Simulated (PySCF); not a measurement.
**One molecule, a ladder of functionals, a line**

Molecule: SMILES C[C@@H]1C=C1[SiH3], C₄H₈Si.

Structure with atom numbers: `[CH3:1][C@@H:2]1[CH:3]=[C:4]1[SiH3:5]`. Hydrogens are named by the atom that carries them.

GIAO shieldings (ppm, equivalent atoms averaged) in PySCF 2.14 on the PBE0-D3(BJ)/def2-SVP geometry, basis pcSseg-2, gas phase, non-relativistic:

```csv
functional,exact exchange (%),σ(C2),σ(Si5)
BLYP,0,154.7,403.8
BP86,0,158.9,412.7
PBE,0,159.0,414.8
B3LYP,20,161.1,413.9
PBE0,25,166.3,426.9
mPW1PW91,25,165.6,424.9
HF,100,181.2,458.9
```

Question: Fit each shielding as a line in the percentage of exact exchange.

Answer: σ(C2) = 158.1 + 0.24 x (rms 1.9 ppm); σ(Si5) = 410.4 + 0.49 x (rms 4.3 ppm). The functionals also differ in their semilocal parts, which the line can't hold; Hartree–Fock has no correlation at all.

Question: What does the line predict for BHandHLYP (50 %), and what does the run give?

Answer: σ(C2): 170.1 predicted, 169.3 computed; σ(Si5): 434.9 predicted, 429.4 computed ppm.
